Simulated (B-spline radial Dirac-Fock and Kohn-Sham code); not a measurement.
**How the levels of samarium move as electrons are removed**

Calculated with an atomic code on a B-spline grid, using multi-electron Dirac-Fock with separately optimised hole states, Breit and Lamb-shift corrections added in first order. Each ion is free and in its tabulated ground configuration. The model has no electron correlation.

Reference: Sm³⁵⁺, [Ar] 3d9, with 1s 48363.1 eV, 2p1/2 8806.1 eV, 3s 3098.7 eV, 3p1/2 2920.9 eV, 3p3/2 2790.0 eV, Kα1 (K-L3) 40156.8 eV, Kβ1 (K-M3) 45573.2 eV, Lℓ (L3-M1) 5107.7 eV. Shifts from it, in eV (a dash: the subshell is empty, belongs to an open shell averaged over j, or its hole state is left out as unreliable):

| ion | configuration | 1s | 2p1/2 | 3s | 3p1/2 | 3p3/2 | Kα1 | Kβ1 | Lℓ |
| --- | --- | --- | --- | --- | --- | --- | --- | --- | --- |
| Sm³⁶⁺ | [Ar] 3d8 | +128.0 | +125.4 | +93.7 | +94.7 | +92.7 | +3.26 | +35.28 | +31.05 |
| Sm³⁷⁺ | [Ar] 3d7 | +258.3 | +253.0 | +188.5 | +190.7 | +186.6 | +6.79 | +71.71 | +63.03 |
| Sm³⁸⁺ | [Ar] 3d6 | +391.1 | +382.8 | +284.6 | +288.0 | +281.8 | +10.60 | +109.27 | +95.95 |
| Sm³⁹⁺ | [Ar] 3d5 | +526.3 | +514.7 | +381.8 | +386.6 | +378.3 | +14.69 | +147.99 | +129.80 |
| Sm⁴⁰⁺ | [Ar] 3d4 | +663.8 | +648.7 | +480.2 | +486.4 | +476.0 | +19.09 | +187.85 | +164.57 |
| Sm⁴¹⁺ | [Ar] 3d3 | +803.8 | +784.9 | +579.7 | +587.5 | +574.9 | +23.79 | +228.86 | +200.27 |
| Sm⁴²⁺ | [Ar] 3d2 | +946.1 | +923.2 | +680.4 | +689.9 | +675.1 | +28.80 | +271.02 | +236.88 |
| Sm⁴³⁺ | [Ar] 3d1 | +1090.8 | +1063.6 | +782.3 | +793.5 | +776.5 | +34.13 | +314.34 | +274.41 |
| Sm⁴⁴⁺ | [Ne] 3s2 3p6 | +1238.0 | +1206.1 | +885.3 | +898.4 | +879.2 | +39.78 | +358.81 | +312.85 |

Over this range K (1s) moves by +1238.0 eV and Kα1 by +39.8 eV: a line is a difference of two levels that shift in the same direction.
